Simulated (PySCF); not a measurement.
Computed IR spectrum (relative IR intensity) of a molecule C4H10OSi. The structure is a stationary point at PBE0-D3(BJ)/def2-SVP. The values are those of a single conformer. Computed with PBE0-D3(BJ)/def2-SVP in PySCF 2.14.0. Frequencies are harmonic and unscaled.

Lines under 2 % of the strongest are left out, and lines within 2 cm⁻¹ are merged.

```csv
ν (cm⁻¹),relative intensity
64,3.1
490,9.7
611,6.4
683,5.5
705,8.1
759,12
803,42
831,24
875,13
899,71
988,6.0
1050,42
1098,54
1185,3.7
1231,3.0
1257,3.4
1262,15
1340,2.2
1388,5.6
1424,3.5
1429,2.6
1448,3.2
1474,2.8
2205,100
3000,28
3026,34
3049,12
3105,13
3142,9.7
3154,10.0
```

Task: Which molecule gave these data?
A. OC[SiH]1CCC1
B. C[C@H]1OC[Si@H]1C
C. CC(C)[SiH2]C=O
D. C[SiH2]C1(O)CC1

Result: B, C[C@H]1OC[Si@H]1C
